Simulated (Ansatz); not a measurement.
Consider the isomerisation: `O[SiH2]OC[SiH3]` → `C[SiH2][SiH](O)O`.

Gas-phase electronic energies from Ansatz, PBE0-D4/def2-TZVP geometries. CCSD(T)/CBS adds triple-zeta CCSD(T) − MP2 to the extrapolated MP2 energy (def2 sets, frozen cores). Functionals use def2-TZVPP. Each species was taken in one conformer, which may not be the lowest.

| species | PBE-D4 energy (Eh) |
| --- | --- |
| `O[SiH2]OC[SiH3]` | -772.00171 |
| `C[SiH2][SiH](O)O` | -772.04524 |

(1) Work out ΔE.

Largest T1 diagnostic among the species: 0.012.

## Answers

(1) ΔE = (-772.04524) − (-772.00171) = -0.04353 Eh = -1.18 eV. CCSD(T)/CBS gives -1.10 eV.

In def2-TZVPP, CCSD(T) changes the Hartree–Fock value by −0.17 eV (the triples alone add −0.01 eV) and MP2 by −0.20 eV.
